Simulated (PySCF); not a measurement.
A GIAO shielding run with PySCF 2.14 (density fitting, non-relativistic, gas phase) on `C(=C)[C@@](C)(CO)O[SiH3]`, C5H12O2Si:

```
$ OMP_NUM_THREADS=1 python probes_run.py task.json out

{"job": {"kind": "nmr", "xc": "PBE0", "basis": "pcSseg-1"}, "charge": 0, "multiplicity": 1}
C     -0.538464     1.942523    -1.288827
C     -0.404528     0.632782    -1.362200
C     -0.358191    -0.290650    -0.170722
C     -1.761043    -0.865585     0.071468
C      0.634630    -1.438390    -0.447568
O      0.711071    -2.344692     0.615515
O      0.025117     0.379604     1.002434
Si     1.411982     1.040628     1.504045
H     -0.602468     2.448267    -0.340123
H     -0.586805     2.558555    -2.170179
H     -0.354875     0.126841    -2.316405
H     -2.157185    -1.285128    -0.849024
H     -2.419551    -0.074139     0.419150
H     -1.710292    -1.647146     0.825786
H      1.621404    -0.995905    -0.657687
H      0.310143    -2.013407    -1.317163
H      0.829637    -1.839461     1.429591
H      2.432577     0.026571     1.807670
H      1.995947     1.965380     0.530734
H      0.915746     1.684031     2.710468
```

Hardware: 1 thread of an Arm Neoverse N1, shared host. The job also computes population analyses, field gradients.

Question: How large is the calculation?

Answer: 72 electrons, 203 basis functions and 1074 auxiliary functions.

Question: How long does it take, and how much memory does it need?

Answer: 70 s of wall time, with 14 SCF cycles and 5 response iterations; peak memory 0.91 GiB. Times on a shared host scatter by some tens of per cent.
